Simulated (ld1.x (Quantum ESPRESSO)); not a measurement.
## promethium TM semilocal: all-electron and pseudo phase curves

Pm, norm-conserving Troullier–Martins (semilocal form), made with ld1.x (Quantum ESPRESSO) 7.5 (PBE, scalar-relativistic). Core [Kr] 4d10 5s2, reference 4f5 5p6 5d0 6s2 6p0. Waves: 6s (bound): rc 3.85 bohr; 5d (bound, empty): rc 3.35 bohr; 4f (bound): rc 1.05 bohr; 5p (bound): rc 1.90 bohr. Local part: the p channel. Core correction: Bessel-smoothed model core inside 0.95 bohr.

The phase is arctan(r·u′/u) with u = r·R(r), unwrapped; energies in Ry, scanned from -4 to 5 Ry. A pole is an energy at which the radial function vanishes at the test radius. The pseudo phase is shifted by a multiple of π to meet the all-electron one at the reference energy, and phase errors are pseudo minus all-electron; the curves can meet again beyond the range given. Levels narrower than the energy grid can be missing from the lists of poles.

Question: For each channel, where are the poles, and over which energies does the pseudopotential scatter like the atom?

Answer:

| channel | radius (bohr) | reference energy (Ry) | poles, all-electron | poles, pseudo | unbroken range about the reference energy with phases within 0.05 rad | phase error 1 Ry above the reference energy (rad) |
| --- | --- | --- | --- | --- | --- | --- |
| s | 4.19 | -0.26 | -3.07, 0.49, 3.97 | 0.46, 2.63 | -3.1 to 1.0 | -0.024 |
| p | 4.19 | -1.67 | -1.65, 1.16, 4.85 | -1.65, 1.13, 4.60 | below 2.2 | -0.001 |
| d | 4.19 | -0.13 | 0.09, 2.46 | 0.09, 2.49 | below 0.9 | +0.027 |
| f | 4.19 | -0.16 | -0.14, 1.72, 4.49 | -0.14, 1.72, 4.54 | below 2.8 | +0.005 |

Phases in the f channel:

| E (Ry) | all-electron | pseudo |
| --- | --- | --- |
| -4.00 | 1.456 | 1.456 |
| -3.52 | 1.449 | 1.449 |
| -3.04 | 1.440 | 1.440 |
| -2.56 | 1.430 | 1.430 |
| -2.08 | 1.417 | 1.417 |
| -1.60 | 1.399 | 1.399 |
| -1.12 | 1.373 | 1.373 |
| -0.64 | 1.331 | 1.331 |
| -0.16 | -0.953 | -0.937 |
| 0.32 | -2.067 | -2.066 |
| 0.80 | -3.463 | -3.458 |
| 1.28 | -4.532 | -4.530 |
| 1.76 | -4.725 | -4.723 |
| 2.24 | -4.863 | -4.859 |
| 2.72 | -5.268 | -5.234 |
| 3.20 | -7.436 | -7.403 |
| 3.68 | -7.730 | -7.722 |
| 4.16 | -7.816 | -7.811 |
| 4.64 | -7.870 | -7.865 |
